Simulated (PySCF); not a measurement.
# What builds the second ionisation energy along the second row

Calculated with PySCF 2.14 from differences of total energies of unrestricted determinants, without spin-orbit coupling. Each column adds one step, in eV (sums use unrounded values): valence MP2, valence CCSD, valence triples, then the next inner shell at CCSD(T) (B 1s, C 1s, N 1s, O 1s, F 1s, Ne 1s). References (NIST) marked * lie between the lowest fine-structure levels; the others compare directly ((s) semi-empirical, (t) theoretical).

```
                                                                                                          element     UHF  + MP2  + CCSD  + (T)  + inner shell     sum     reference
         B [He] 2s2 → [He] 2s1 (x2c-QZVPPall with one added diffuse shell each of s, p, d, f type, spin-free X2C)  23.449  1.024   0.627  0.000          0.003  25.103        25.155
     C [He] 2s2 2p1 → [He] 2s2 (x2c-QZVPPall with one added diffuse shell each of s, p, d, f type, spin-free X2C)  24.169  0.248  -0.174  0.034          0.042  24.319        24.378
 N [He] 2s2 2p2 → [He] 2s2 2p1 (x2c-QZVPPall with one added diffuse shell each of s, p, d, f type, spin-free X2C)  29.203  0.458  -0.161  0.018          0.036  29.555  29.601 (s) *
 O [He] 2s2 2p3 → [He] 2s2 2p2 (x2c-QZVPPall with one added diffuse shell each of s, p, d, f type, spin-free X2C)  34.570  0.673  -0.184  0.012          0.029  35.100      35.121 *
 F [He] 2s2 2p4 → [He] 2s2 2p3 (x2c-QZVPPall with one added diffuse shell each of s, p, d, f type, spin-free X2C)  33.388  1.347   0.035  0.030          0.019  34.820        34.950
Ne [He] 2s2 2p5 → [He] 2s2 2p4 (x2c-QZVPPall with one added diffuse shell each of s, p, d, f type, spin-free X2C)  39.259  1.600  -0.068  0.034          0.015  40.841      40.963 *
```

What remains against the references is mostly basis incompleteness and, for starred values, spin-orbit coupling.

These are valence bases, so the inner-shell step is incomplete.
